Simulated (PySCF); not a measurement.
```xyz
3
charge 0 multiplicity 1, angstrom
Pb    0.0000    0.0000   -0.2046
F     1.5204    0.0000    1.1521
F    -1.5204    0.0000    1.1521
```

Method: PBE0/[Pb def2-TZVP with ECP60, F def2-TZVP], scalar-relativistic core potentials, density fitting, no spin–orbit coupling, PySCF.

This geometry of PbF₂ is a stationary point at this level.

Problem. What is the point group?

Solution. C2v.

Problem. Is it a minimum?

Solution. Yes: all harmonic wavenumbers are real.

Problem. Which band is strongest in the infrared?

Solution. 528 cm⁻¹ (b2), 127 km/mol.

Problem. What is the atomisation energy, with and without zero-point energy?

Solution. 911 kJ/mol without, 903 kJ/mol with.

Spin–orbit coupling, left out here, can matter for elements this heavy.
